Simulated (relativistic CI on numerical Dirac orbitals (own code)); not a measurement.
## Yb III: what numerical and physical settings do to a radial Dirac CI calculation

Reference input:

```
atom Yb  Z=70  charge=2  electrons=68
nucleus A=174  rms_radius_fm=5.3108
hamiltonian dirac-coulomb  breit=on  qed=on  c_scale=1
orbitals kli  potential=per-configuration
slater_scale 1
correlation none
mixing on
grid step=0.0125 r_max=86.5
scf mixing=0.4 start=green max_iterations=150 tolerance=2e-08 node_fill=0.05
configurations
  [Xe] 4f14
  [Xe] 4f13 6s
  [Xe] 4f13 5d
end
```

Computed lowest total energy -14043.27938 Ha, first excitation 2711.4 cm⁻¹, 40 SCF steps. Runs with settings changed; * marks those that are bad on purpose (the QED terms keep the true α when c is scaled):

```tsv
Changed	Outcome	Lowest level	ΔE (Ha)	First excitation (cm⁻¹)	SCF steps	Message
SCF tolerance 1e-10	converged	4f¹⁴ ¹S0	-4.71e-10	2711.4	50	
Slater scale 1.2, speed of light × 10, SCF tolerance 0.0001	converged	4f¹⁴ ¹S0	652	40431.6	29	
QED terms off, SCF mixing 0.2, iteration limit 20	not converged				20	SCF of 1s2 2s2 2p6 3s2 3p6 3d10 4s2 4p6 4d10 4f14 5s2 5p6 did not converge
SCF mixing 0.1, node fill of the KLI weights 0	converged	4f¹⁴ ¹S0	0.0051	2883.1	68	
SCF tolerance 0.3 *	converged	4f¹³5d ³P°2	0.526	1803.1	9	
SCF mixing 1.8 *	converged	4f¹⁴ ¹S0	-3.89e-10	2711.4	63
```

With so few configurations and no correlation, terms lie too far apart (by 10 to 50 % near neutrality), their order can be wrong, and levels of other configurations are missing.
